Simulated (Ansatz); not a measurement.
Consider the formal exchange of groups at the Se–Sn bond: `[Cl][SnH]([Cl])[SeH]` + `O[SiH](O)F` → `O[Si](O)(F)[SeH]` + `[Cl][SnH2][Cl]`.

Calculated with Ansatz (gas phase, PBE0-D4/def2-TZVP geometries, no zero-point term in ΔE). CCSD(T)/CBS is the MP2 limit (def2-TZVPP, def2-QZVPP) plus CCSD(T) − MP2 in def2-TZVPP, frozen cores. This one scheme is used for every species. Functionals use def2-TZVPP. Elements past krypton have def2 core potentials. For Se, Sn outer-core shells are correlated without core-valence functions, which leaves a few kJ/mol of doubt a bond. Scalar relativity is left out up to krypton. Each species was taken in one conformer, which may not be the lowest.

CCSD(T)/CBS gives +26.9 kJ/mol.

Q: Another level gave +19.2 kJ/mol. Which?
A. PBE0-D4/def2-TZVPP
B. BHLYP/def2-TZVPP
C. BLYP/def2-TZVPP
D. LDA (SPW92)/def2-TZVPP

A: A. PBE0-D4 19.2, BLYP 29.1, LDA (SPW92) 12.8, BHLYP 25.1 kJ/mol.

Largest T1 diagnostic among the species: 0.011.

From BLYP to BHLYP (50 % exact exchange), in def2-TZVPP and without D4, ΔE moves by −4.0 kJ/mol. Leaving LDA and LC-ωPBE aside and taking each functional with its dispersion term where it has one, the values, not all of them listed here, spread over 15.2 kJ/mol, from B97M-V to BLYP-D4. LDA lies −8.2 kJ/mol from PBE without D4.
